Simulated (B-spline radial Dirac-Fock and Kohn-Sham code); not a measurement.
X-ray scattering factor of Os⁴⁰⁺

System: the Os⁴⁰⁺ ion in the configuration [Ar] 3d10 4s2 4p6.

Level of theory: relativistic Hartree-Fock (Dirac-Fock) wave functions, averaged over the configuration; an atomic code on a B-spline grid. f₀ is the Fourier transform of the spherical electron density, S the Waller-Hartree incoherent function, and s = sin θ/λ.

```csv
s (Å⁻¹),f₀,S
0,36.000,0.000
0.06,35.943,0.057
0.07,35.922,0.077
0.09,35.872,0.127
0.11,35.809,0.189
0.13,35.734,0.263
0.16,35.598,0.396
0.2,35.375,0.612
0.24,35.107,0.870
0.3,34.623,1.328
0.37,33.944,1.953
0.46,32.914,2.869
0.57,31.465,4.098
0.7,29.571,5.617
0.86,27.127,7.478
1.06,24.141,9.689
1.31,20.825,12.202
1.61,17.625,14.794
1.99,14.559,17.431
2.45,11.682,20.005
3.02,8.880,22.706
3.72,6.598,25.405
4.59,5.194,27.923
```

f₀ starts at the number of electrons, 36, and has fallen to half at s ≈ 1.57 Å⁻¹. The sum of ⟨r²⟩ over the electrons is 2.153 bohr².

Values without a named source are computed, but for edge energies of neutral atoms, which are taken from tables.
